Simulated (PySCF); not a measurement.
Coordinates in bohr (charge 0 multiplicity 1):
```
Sb    0.0000    0.2943    0.2083
O     0.0000   -2.4976   -1.7675
H     2.4983    0.6050    2.1952
H    -2.4983    0.6050    2.1952
H     0.0000    3.1047   -1.3369
```

All numbers come from PBE0/[Sb def2-TZVP with ECP28, O def2-TZVP, H def2-TZVP], scalar-relativistic core potentials, density fitting, no spin–orbit coupling, PySCF.

This geometry of H3SbO is a stationary point at this level.

What is the point group?

C3v.

Is it a minimum?

Yes: all harmonic wavenumbers are real.

What are the dipole moment and the gap between the highest occupied and lowest empty levels?

4.48 D and 6.43 eV.

Give the ideal-gas entropy at 298.15 K and 1 bar by parts.

translation 170.5, rotation 80.4, vibration 8.5, spin 0.0; total 259.4 J/(mol K).

What is the atomisation energy, with and without zero-point energy?

1048 kJ/mol without, 987 kJ/mol with.

This need not be the most stable arrangement of these atoms.
